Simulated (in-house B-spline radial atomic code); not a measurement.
# RPA and G0W0 on Hartree-Fock: In IX (In8+)

Configuration [Kr] 4d5, highest spin, mean-field start Hartree-Fock. Computed with an all-electron radial atomic-structure program (B-spline basis): all electrons, non-relativistic, point nucleus, each spin shell either full or empty, empty states to l = 9 with an (l + 1/2)⁻⁴ tail; G0W0 by contour deformation at full frequency.

Without relativity these are model numbers: it shifts the levels of so heavy an element strongly and can reorder them.

Command:
```bash
python run_gw.py task.json out
```
Settings (radii: box in bohr, nucleus in fm):
```
Z                        49
electrons                41
configuration            [Kr] 4d5
hamiltonian              nr
method                   hf
lmax                     9
spin_polarised           True
box_radius               7.7
intervals                50
```

Cost of the run: 4.3 s on 1 thread of Arm Neoverse N1 (shared host).

Energies (hartree):

```
                                     term        value
                         mean-field total  -5721.56983
Hartree-Fock functional on these orbitals  -5721.56983
                      direct second order      -3.1988
                    second-order exchange      0.91871
                         SOSEX correction      0.87515
```

Problem. What is the RPA correlation energy, and what remains with SOSEX?

Solution. RPA gives -2.9293 hartree (-1.94 eV per electron); RPA + SOSEX gives -2.0542, and the second-order doubles (MP2) -2.2801 hartree. SOSEX takes back 30 % of the RPA value.

Quasi-particle levels (eV):

| level | occupied | mean field | Σx - vxc | Σc | QP weight | G0W0 |
| --- | --- | --- | --- | --- | --- | --- |
| 4d up | yes | -159.55 | 0.00 | ? | ? | ? |
| 4p down | yes | -214.87 | 0.00 | -0.89 | 0.974 | -215.76 |
| 4p up | yes | -231.13 | 0.00 | 6.50 | 0.876 | -224.63 |
| 4s down | yes | -258.96 | 0.00 | 4.42 | 0.925 | -254.53 |
| 4d down | no | -128.75 | 0.00 | -3.29 | 0.980 | -132.04 |

G0W0 = mean field + (Σx - vxc) + Σc, with Σc (partial-wave tail included) taken at the quasi-particle energy. Only the outer levels were computed.

Problem. Where does G0W0 put 4d up?

Solution. At -159.90 eV, with Σc = -0.34 eV and a quasi-particle weight of 0.979. The tabulated removal energy is 156 ± 2.2 eV (NIST, tabulated theory); the calculation leaves out relativity, Breit and QED terms, and what these don't explain is the method's own error.
